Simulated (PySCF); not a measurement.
**HgSb: frontier orbitals**

LDA at R = 3.518 Å; basis Hg def2-SVP with ECP60, Sb def2-SVP with ECP28; scalar-relativistic core potentials; PySCF 2.14. State: ⁴Σ⁻ (quartet), unpaired electrons σ ↑, π ↑↑. Only the outer orbitals are listed, counted within each symmetry, core potentials removing the inner ones.

| spin | orbital | occ. | ε (eV) | on Hg (%) | main shells (%) |
| --- | --- | --- | --- | --- | --- |
| α | 8σ | 1 | -7.51 | 86 | 86 Hg s, 13 Sb p |
| α | 5π | 1 | -5.47 | 1 | 99 Sb p |
| α | 5π | 1 | -5.47 | 1 | 99 Sb p |
| α | 9σ | 1 | -5.18 | 20 | 79 Sb p, 14 Hg s |
| α | 6π | 0 | -0.98 | 98 | 98 Hg p |
| α | 6π | 0 | -0.98 | 98 | 98 Hg p |
| α | 10σ | 0 | -0.42 | 93 | 93 Hg p |
| β | 8σ | 1 | -7.29 | 94 | 94 Hg s |
| β | 5π | 0 | -3.91 | 2 | 98 Sb p |
| β | 5π | 0 | -3.91 | 2 | 98 Sb p |
| β | 9σ | 0 | -3.89 | 18 | 82 Sb p, 12 Hg p |

Task: Which are the highest filled and the lowest empty level, where do they sit, and how wide is the gap?

Result: Highest filled α 9σ at -5.18 eV (in %: 79 Sb p, 14 Hg s); lowest empty β 5π at -3.91 eV (in %: 98 Sb p); the gap at LDA is 1.27 eV.

```json
{"bond order (Mayer)": "0.29", "⟨S²⟩": "3.751", "charge on Hg (Mulliken, basis-dependent)": "-0.03", "charge on Hg (Löwdin, basis-dependent)": "-0.06", "dipole moment (positive dipole means Hg(−)Sb(+))": "0.11 D", "polarisability along the bond": "111.2 bohr³", "polarisability across the bond": "50.6 bohr³"}
```

Spin–orbit coupling is left out. The state was picked by a PBE0 search and need not be the measured ground state.
